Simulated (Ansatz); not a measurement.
Consider the redistribution: `[BH2][AlH][CH2]OC` + `F[SiH2]C[SiH3]` → `CO[CH2][AlH][SiH3]` + `BC[SiH2]F`.

Computed with Ansatz on PBE0-D4/def2-TZVP structures; ΔE is electronic, products minus reactants. CCSD(T)/CBS adds triple-zeta CCSD(T) − MP2 to the extrapolated MP2 energy (def2 sets, frozen cores). Functionals use def2-TZVPP. One conformer a species, not always the lowest.

| level | ΔE (kJ/mol) |
| --- | --- |
| PBE0-D4 | -51.5 |
| HF/def2-QZVPP | -75.2 |

What does CCSD(T)/CBS give? (Best estimate.)

The calculation gave: -54.0 kJ/mol. The listed levels differ from it by 2.5, -21.2 kJ/mol.

Largest T1 diagnostic among the species: 0.014.

The D4 term adds +4.6 kJ/mol with B3LYP and +2.1 kJ/mol with PBE0; it sums over pairs of atoms, weighted by their polarisabilities, and B3LYP, whose exchange is more repulsive, gets the larger term. In def2-TZVPP, CCSD(T) changes the Hartree–Fock value by +20.8 kJ/mol (the triples alone add +3.7 kJ/mol) and MP2 by +20.8 kJ/mol.

B3LYP here is the variant with VWN-RPA as its local correlation; programs differ in this.
